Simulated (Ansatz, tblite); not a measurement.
Cost and result up the ladder for Cd13H34S13 (60 atoms). Total charge 0; singlet. Geometry: PBE-D4/def2-SVP.

```xyz
60

Cd   -4.964   -2.801   -0.677
S    -3.028   -3.945    0.797
S    -4.595   -0.223    0.500
Cd   -3.421   -0.323   -2.025
S    -1.499    3.059   -1.723
Cd   -0.884   -2.778    0.195
S     1.188   -3.951   -0.783
S    -0.911   -0.732   -1.261
Cd    0.028   -1.016   -3.702
Cd    1.760    4.667   -1.272
S     1.639    2.208   -2.806
Cd    1.144   -3.964   -3.585
S     2.700   -1.446   -3.002
Cd   -4.139    1.173    2.591
S    -3.690    3.661    1.286
Cd   -1.063   -0.569    4.336
S     0.044   -2.265    2.676
S    -1.438    0.927    2.289
Cd    0.014    1.236   -0.035
Cd    0.278    4.849    2.473
S     1.432    3.130    0.719
Cd    2.686   -1.514    2.810
S     2.396   -0.576    0.527
Cd    3.591   -2.624   -0.894
Cd    4.123    2.973    0.063
S     5.145    0.875   -2.792
H    -3.941   -2.093   -2.119
H    -6.544   -3.418   -0.547
H    -2.849   -5.035   -0.001
H    -3.407   -2.338    3.456
H    -5.850    0.221    0.214
H    -3.573    1.177   -2.869
H    -2.448    2.183   -2.271
H    -2.406    3.618   -0.863
H     1.294   -5.212   -0.280
H     2.646   -4.418    1.902
H    -0.235    0.075   -4.984
H     1.476    6.060   -2.178
H     1.581    2.416   -4.152
H     2.945    1.757   -2.839
H    -0.329   -2.941   -3.724
H     2.202   -5.166   -4.129
H     3.468   -1.888   -4.036
H    -4.765    1.369    4.158
H    -4.394    4.553    2.040
H    -2.485    3.903    2.002
H    -3.710   -1.877    3.994
H    -1.236   -0.584    6.009
H    -0.040   -3.466    3.316
H    -1.176    2.184    2.801
H     1.364    6.135    2.677
H    -1.227    3.966    2.748
H     3.119   -4.533    2.499
H     3.489   -1.804    4.257
H     3.432    0.329    0.627
H     5.018   -3.307   -0.282
H     3.967    4.370   -0.978
H     4.802    1.626    0.851
H     6.104    1.789   -2.455
H     5.173    0.319   -1.550
```

Ansatz on 11 threads of AMD EPYC 7R13 on a shared host and a whole NVIDIA H100 80GB HBM3; xTB runs through tblite on one thread. Times are rough, summed over both states, and most runs start from the orbitals of an earlier one. PBE0-D4/def2-TZVP serves as the yardstick here, not as an exact answer. The other state is a triplet.

In the def2 sets Cd takes a core potential; there is no spin–orbit coupling. The xTB rows come from tblite. Single mean-field runs in def2-TZVP are fitted with def2-universal-jkfit. HOMO above LUMO, or a gap near zero within one spin, warns that the state may not be the lowest or that an electron is smeared out. In the singlet geometry the species has come apart into loosely held pieces. In the singlet, H36 and H53 lie 0.77 Å apart, H30 and H47 lie 0.77 Å apart (atoms count from 1), so H2 has formed as a molecule. In the triplet geometry the species has come apart into loosely held pieces.

xTB has no spin-polarisation term.

```tsv
level	functions	wall time	vertical triplet (eV)	difference from PBE0-D4/def2-TZVP (eV)	remarks
GFN2-xTB	203	0.9 s	3.88	-0.33	–
GFN1-xTB	237	0.91 s	2.87	-1.35	–
PBE-D4/def2-TZVP (with forces)	1205	26 s	3.43	-0.79	gap within one spin near zero (triplet)
PBE0-D4/def2-TZVP (with forces)	1205	53 s	4.21	0.00	–
```
